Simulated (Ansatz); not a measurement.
Basis-set extrapolation for C2H6AlNS (PBE0-D4/def2-TZVP geometry, frozen core, the Gaussian-basis code of Ansatz). Multiplicity 1, RHF reference.

```tsv
	def2-TZVPP	def2-QZVPP
HF	-773.258482	-773.283053
MP2 correlation	-0.792297	-0.849518
CCSD(T) correlation	-0.876708	not run
```

Energies in hartree. Use E(X) = E(∞) + A·exp(−7.88·√X) for Hartree–Fock and E(X) = E(∞) + B·X^(−2.97) for correlation, with X = 3 and 4, and add CCSD(T) minus MP2 of the smaller set to the MP2 limit.

**Question.** What is the CCSD(T) energy at the basis-set limit?

**Answer.** HF limit: -773.283053 + (-0.024571) × 0.13774 = -773.28644. MP2 limit: -0.849518 + (-0.057221) × 0.74074 = -0.89190. Higher-order term: -0.876708 − (-0.792297) = -0.08441. Total: -774.26275 hartree, 334.9 kJ/mol below CCSD(T)/def2-TZVPP.
